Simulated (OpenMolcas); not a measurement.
Computed levels of 5d⁷ in ions with 75 electrons, in cm-1 above ⁴F_9/2.

- Program: OpenMolcas
- Method: CASSCF
- Basis: ANO-R2
- Scalar Hamiltonian: X2C, finite nucleus
- Spin-orbit coupling: RASSI with atomic mean-field integrals over the reference wave functions, term energies averaged over their components

Active space for each ion: 7 electrons in 5 orbitals (5d).

```tsv
Level	Ir2+	Au4+
⁴F_7/2	7460	11654
⁴F_5/2	10001	14004
⁴P_5/2	17270	22742
²G_9/2	17739	23313
⁴P_1/2	20711	27263
²H_11/2	23742	30872
²G_7/2	23968	32192
²D_5/2(1)	27788	37476
²P_1/2	31531	43070
```

Task: Estimate ⁴F_5/2, ⁴P_5/2, ²G_9/2 for Pt3+ from its neighbours Ir2+ and Au4+.

Result: ⁴F_5/2 is fine structure, which grows about as the fourth power of a screened charge, so the fourth roots are averaged: ((10001^0.25 + 14004^0.25) / 2)^4 = 11876. The calculation gives 12032, so the estimate is off by -1.3 %.
⁴P_5/2 is another term, which grows about linearly with the charge: (17270 + 22742) / 2 = 20006. The calculation gives 19928, so the estimate is off by +0.4 %.
²G_9/2 is another term, which grows about linearly with the charge: (17739 + 23313) / 2 = 20526. The calculation gives 20495, so the estimate is off by +0.2 %.

Mixed levels, with the weight of the term that names them: Ir2+ ²G_9/2 (65 %), Ir2+ ⁴P_1/2 (71 %), Ir2+ ²P_1/2 (71 %), Pt3+ ⁴F_5/2 (73 %), Pt3+ ²G_9/2 (62 %), Pt3+ ⁴P_1/2 (69 %), Pt3+ ²P_1/2 (69 %), Au4+ ⁴F_5/2 (65 %), Au4+ ²G_9/2 (59 %), Au4+ ⁴P_1/2 (67 %), Au4+ ²D_5/2(1) (72 %), Au4+ ²P_1/2 (67 %).

Without dynamic correlation excited terms often stand tens of per cent too high (terms of higher spin than the ground term too low), and those without a measured partner can miss by more than the paired ones. Configurations with an s electron lie low in 5d ions of this charge, fall among these levels and mix in, so low-spin terms can stand far too high, up to twice their true height, and weights are not those of the real levels (holds for Ir2+). Levels of configurations outside the active space are missing.

A number in round brackets counts repeated terms of one configuration in the order of the reference energies.
